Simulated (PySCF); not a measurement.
## ScO at TPSSh

Level: TPSSh. Sc x2c-TZVPPall, O x2c-TZVPPall; spin-free X2C with a Gaussian nucleus (PySCF 2.14).

For ScO, the state is ²Σ⁺ (doublet), unpaired electrons σ ↑ and the bond length is 1.662 Å. The harmonic wavenumber is 1002 cm⁻¹. The force constant is 6.97 mdyn/Å and the rotational constant Be is 0.5172 cm⁻¹. The anharmonicity ωexe is 3.63 cm⁻¹ and the vibration–rotation constant αe is 0.00249 cm⁻¹. The well depth De to Sc (3d1 4s2) + O is 7.09 eV and the dissociation energy D0 is 7.02 eV. The bond order (Mayer) is 2.29 and the dipole moment (positive dipole means Sc(−)O(+)) is -3.65 D.

The metal atom is held in its measured ground configuration; semilocal functionals can put another filling of s and d lower by some tenths of an eV, and De to that atom would be smaller. With d or f electrons several states lie close, and the lowest PBE0 determinant need not be the measured ground state.
